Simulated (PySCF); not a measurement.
Electron correlation in Ge (germanium, neutral)

[Ar] 3d10 4s1 4p3, high-spin 5S determinant (an excited configuration). All numbers are calculated (PySCF 2.14, scalar relativity through the core potential, in aug-cc-pVQZ-PP with ECP10MDF (7s6p5d3f2g, 89 functions)). Frozen: 3s2 3p6 3d10; 4 electrons correlated.

| level | correlation energy (mhartree) |
| --- | --- |
| CCSD | -25.54 |
| (T) | -0.43 |
| CCSD(T) | -25.97 |

Diagnostics: T1 = 0.0025, D1 = 0.0057, largest double amplitude 0.037.

Is a single reference adequate?

Yes, within this model without spin-orbit coupling: T1 lies below 0.03 and no double amplitude reaches 0.07.
